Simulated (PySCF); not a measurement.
As2H6Si, SMILES [AsH2][SiH2][AsH2]. Atoms are numbered in the order given.

```xyz
9

Si     0.0000     0.0000     1.0297
As     2.0022     0.0000    -0.2075
As    -2.0022     0.0000    -0.2075
H      0.0000    -1.2098     1.9040
H      0.0000     1.2098     1.9040
H      1.5098     1.1013    -1.1319
H      1.5098    -1.1013    -1.1319
H     -1.5098    -1.1013    -1.1319
H     -1.5098     1.1013    -1.1319
```
Charge 0, spin multiplicity 1.

The structure is a stationary point at ωB97X-D3(BJ)/def2-SVP. The structure was generated by enumeration, and PubChem lists no compound with its InChIKey, so it may never have been made.

All values below come from ωB97X-D3(BJ)/def2-SVP (PySCF 2.14.0).

Frequencies are harmonic and unscaled.

Task: Give all harmonic wavenumbers and intensities. (Estimate from the structure and the level; the computed values follow.)

Result: 
| mode | ν (cm⁻¹) | IR (km/mol) | moving atoms (share of kinetic energy) |
|---|---|---|---|
| 1 | 98 | 1.5 | As 73 %, Si 18 %, H 9 % |
| 2 | 106 | 0.0 | H 100 % |
| 3 | 140 | 2.9 | H 86 %, Si 8 % |
| 4 | 324 | 2.3 | Si 54 %, As 40 % |
| 5 | 354 | 19.6 | H 90 %, Si 9 % |
| 6 | 432 | 0.7 | Si 67 %, As 22 %, H 12 % |
| 7 | 541 | 0.0 | H 100 % |
| 8 | 557 | 73.5 | H 96 % |
| 9 | 653 | 1.6 | H 91 % |
| 10 | 732 | 1.1 | H 90 %, Si 9 % |
| 11 | 793 | 0.0 | H 99 % |
| 12 | 823 | 136.0 | H 88 %, Si 11 % |
| 13 | 929 | 77.3 | H 96 % |
| 14 | 1011 | 1.3 | H 99 % |
| 15 | 1014 | 45.4 | H 99 % |
| 16 | 2238 | 82.8 | H 98 % |
| 17 | 2245 | 30.2 | H 96 % |
| 18 | 2258 | 9.2 | H 99 % |
| 19 | 2263 | 137.1 | H 99 % |
| 20 | 2268 | 0.0 | H 99 % |
| 21 | 2275 | 224.4 | H 98 % |
